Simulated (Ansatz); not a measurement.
AgH: a line through the functionals

AgH: 2 atoms, total charge 0, spin state singlet. SMILES: `[AgH]`. The bond length is the measured one.

The HOMO–LUMO gap y, in eV, basis def2-TZVPP with a core potential; a is the functional's share of exact exchange. Programs: Ansatz 0.2.0.

| functional | program | a | y (eV) |
| --- | --- | --- | --- |
| r2SCAN | Ansatz | 0 | 3.43 |
| BLYP | Ansatz | 0 | 2.88 |
| B3LYP | Ansatz | 0.2 | 4.32 |
| r2SCAN0 | Ansatz | 0.25 | 5.10 |
| PBE0 | Ansatz | 0.25 | ? |
| BHLYP | Ansatz | 0.5 | 6.29 |

**Question.** Fit y = c + s·a to the known rows and predict PBE0.

**Answer.** 
1. Means of the 5 rows: a = 0.1900, y = 4.404.
2. Σ(Δa)² = 0.172, Σ(Δa·Δy) = 1.1002, so the slope is 1.1002/0.172 = 6.3965.
3. Intercept: 4.404 − (6.3965) × 0.1900 = 3.189. The largest residual of the fit is 0.31.
4. PBE0: 3.189 + (6.3965) × 0.25 = 4.79 eV.

The run gave 4.77 eV, so the prediction is off by +0.02 eV, within the scatter of the fit. Exact exchange lowers occupied levels and raises empty ones. The rows mix families of semi-local functionals, which the line can't see.
